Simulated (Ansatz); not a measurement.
Relaxation of C₂H₆F₂OSi (12 atoms, charge 0, multiplicity 1), to a largest force component of 0.02 eV/Å in at most 50 steps.

Computed with UHF/STO-3G in Ansatz.

```xyz
12
Properties=species:S:1:pos:R:3
O 0.102 -2.174 0.633
C 0.719 -0.877 0.818
Si 0.429 0.471 -0.484
F 0.756 -0.212 -1.911
C -1.242 1.156 -0.414
F -1.416 1.845 0.780
H 0.421 -2.512 -0.204
H 0.444 -0.478 1.789
H -0.188 -2.417 1.548
H 1.495 1.535 -0.293
H -2.018 0.383 -0.428
H -1.409 1.884 -1.188
```

Question: Where does it end, and by what steps?

Answer: It converged. The force dipped under the threshold on the way, but the program's further checks kept it going. Limits of this set-up: minimal basis. After 19 steps the energy has fallen by 2.424 eV; F6 moved furthest, 0.39 Å.

| step | energy less start (eV) | largest force component (eV/Å) | accepted |
| --- | --- | --- | --- |
| 0 | 0.0000 | 5.643 | yes |
| 1 | -1.6551 | 2.269 | yes |
| 2 | -2.2635 | 1.707 | yes |
| 3 | -2.3929 | 0.513 | yes |
| 4 | -2.4116 | 0.262 | yes |
| 5 | -2.4196 | 0.164 | yes |
| 6 | -2.4212 | 0.056 | yes |
| 7 | -2.4220 | 0.037 | yes |
| 8 | -2.4221 | 0.033 | yes |
| 9 | -2.4225 | 0.037 | yes |
| 10 | -2.4227 | 0.040 | yes |
| 11 | -2.4229 | 0.071 | yes |
| 12 | -2.4231 | 0.061 | yes |
| 13 | -2.4233 | 0.055 | yes |
| 14 | -2.4234 | 0.071 | yes |
| 15 | -2.4235 | 0.055 | yes |
| 16 | -2.4236 | 0.021 | yes |
| 17 | -2.4236 | 0.019 | yes |
| 18 | -2.4237 | 0.033 | yes |
| 19 | -2.4237 | 0.013 | yes |

```xyz
12
Properties=species:S:1:pos:R:3
O -0.167 -1.930 0.664
C 1.046 -0.801 0.865
Si 0.560 0.460 -0.445
F 0.696 -0.214 -1.922
C -1.222 1.118 -0.398
F -1.617 1.528 0.876
H 0.126 -2.530 -0.062
H 0.648 -0.404 1.817
H -0.161 -2.512 1.460
H 1.440 1.580 -0.376
H -1.920 0.347 -0.747
H -1.337 1.962 -1.088
```

Time of the run: 15 s on 1 thread of AMD EPYC 9R45 96-Core Processor (Zen 5), with other jobs on the host, peak memory 0.15 GiB.
